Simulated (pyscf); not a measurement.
# H₂Si=Se, singlet

Gas-phase minimum from PySCF at ωB97X-D3(BJ)/def2-SVP, one conformer. 

SMILES: [SiH2]=[Se]
```xyz
4

Si     0.6119    -0.3044     0.2799
Se     1.8309     1.0225    -0.7260
H      0.7923    -0.7333     1.6940
H     -0.5828    -0.9798    -0.2967
```

Bonded distances (Å): Si1–Se2 2.064, Si1–H3 1.489, Si1–H4 1.489. Angles (°): Se2–Si1–H3 125.2, Se2–Si1–H4 125.2, H3–Si1–H4 109.5.

Properties at ωB97X-D3(BJ)/def2-SVP:

- Harmonic wavenumbers, unscaled: 597, 606, 640, 1016, 2266, 2269 cm⁻¹
- Zero-point energy: 10.6 kcal/mol
- Rotational symmetry number: 2
- Entropy of this conformer at 298 K and 1 atm, rigid rotor and harmonic oscillator, modes under 100 cm⁻¹ raised to 100: 258.7 J/(mol K)
- Dipole moment: 2.51 D

Single-point totals, which compare only within one level (frozen core for MP2 and CC):

```tsv
level	total energy (hartree)
ωB97X-D3(BJ)/def2-TZVP	-2692.20703
PBE/def2-TZVP	-2691.74467
r²SCAN/def2-TZVP	-2692.21766
B3LYP-D3(BJ)/def2-TZVP	-2692.32145
PBE0-D3(BJ)/def2-TZVP	-2691.85089
M06-2X/def2-TZVP	-2692.25550
ωB97M-D3(BJ)/def2-TZVP	-2692.30633
HF/def2-TZVPP	-2689.95426
MP2/def2-TZVPP	-2690.33669
CCSD/def2-TZVPP	-2690.35604
CCSD(T)/def2-TZVPP	-2690.37341
```

The CCSD(T) − MP2 part came from Ansatz, without density fitting, on the same reference. The frozen core leaves the outer d or s,p core shells of the metals and heavy elements correlated in the MP2 and CC values, and def2-TZVPP describes them poorly, so these totals are far from the basis limit. Elements up to Kr have no core potential and no relativistic terms here.
